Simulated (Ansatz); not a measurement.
H₁₁NSi₄, SMILES N[Si]([SiH3])([SiH3])[SiH3].

Geometry: r2SCAN-D4/def2-SVP. The values are those of a single conformer.

Two levels are set side by side: PBE/def2-SVPD (Ansatz, a quantum-chemistry and plane-wave program) and CAM-B3LYP/def2-SVPD (Ansatz). Energy differences of separate SCF runs at the same geometry; the states with an electron removed or added have multiplicity 2 and 2. Differences are taken from unrounded values.

| quantity | CAM-B3LYP | PBE | PBE minus CAM-B3LYP |
|---|---|---|---|
| vertical ionisation energy (eV) | 8.80 | 8.36 | -0.44 |
| vertical singlet–triplet gap (eV) | 4.96 | 4.24 | -0.72 |
